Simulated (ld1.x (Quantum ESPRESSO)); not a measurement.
# What one change does to a pseudopotential (bismuth (Bi), TM semilocal)

ld1.x (Quantum ESPRESSO) 7.5 input, shortened:

```
&input
   title='Bi', zed=83., rel=1, dft='PBE', iswitch=3,
   config='[Xe] 4f14 5d10 6s2 6p1'
 /
 &inputp
   pseudotype=1, tm=.true., lloc=1,
   nlcc=.false.
 /
3
6S  1  0   2.00   0.00  1.85  1.85  0.0
5D  3  2  10.00   0.00  1.70  1.70  0.0
6P  2  1   1.00   0.00  2.40  2.40  0.0
 &test
   configts(1)='5d10 6s2 6p1'
 /
```

All-electron outer shells of the reference configuration (PBE, scalar-relativistic, ld1.x):

```tsv
shell	level (eV)	outermost node (bohr)	outermost maximum (bohr)
5p	-113.42	0.48	0.86
5d	-44.53	0.51	1.03
6s	-30.71	0.98	1.83
6p	-19.19	1.14	2.27
```

Change: wave 6p (bound): rc 2.40 bohr becomes 6p (bound): rc 1.54 bohr.

Cutoffs: the cutoffs (Ry, on a coarse ladder) from which the occupation-weighted sum of valence levels, in a spherical-Bessel basis at the reference potential, stays within 10 and 1 mRy of its value at 400 Ry; they do not see the model core or the augmentation charge, which bear on the density cutoff. Errors are all-electron minus pseudo energies relative to the spin-unpolarised reference configuration.

What does the change do?

The potential gets harder (55 Ry and 90 Ry → 110 Ry and 140 Ry); a bound ghost appears in p, which as a rule spoils a file; of the 7 tests that both files solve, the error grows in 7 and shrinks in 0 by more than 15 % and 0.3 meV (median size 11.3 → 33.2 meV). A smaller radius makes the pseudo-wave follow the all-electron one further in, where it bends more sharply, so more plane waves are needed. That the errors move this way runs against the usual rule that smaller radii transfer better. A semilocal file is local in each channel, so a ghost entry of none says nothing of the separable form that plane-wave codes build from it.

```csv
quantity,base,changed
"cutoff, loose",55 Ry,110 Ry
"cutoff, tight",90 Ry,140 Ry
loose cutoff by channel (10 mRy a level),"s 21 Ry, d 50 Ry, p 10 Ry","s 21 Ry, d 50 Ry, p 110 Ry"
bound ghosts,none,p (extra level of the local part)
"error for 5d10 6s2 6p3, meV [ΔE -23.16 eV]",+23,+94
"error for 5d10 6s2 6p2, meV [ΔE -15.25 eV]",+11,+33
"error for 5d10 6s2 6p0, meV [ΔE 23.34 eV]",-4.9,-6.6
"error for 5d10 6s1 6p4, meV [ΔE -13.08 eV]",+8.0,+72
"error for 5d10 6s1 6p0, meV [ΔE 68.75 eV]",+20,+24
"error for 5d10 6s2 6p2.5, meV [ΔE -20.06 eV]",+17,+63
"error for 5d10 6s1 6p3, meV [ΔE -4.43 eV]",+0.6,+27
```

 A true bound ghost makes a file unfit for plane-wave use even where its test errors are small: the radial tests pick states by their node count and pass the ghost by.
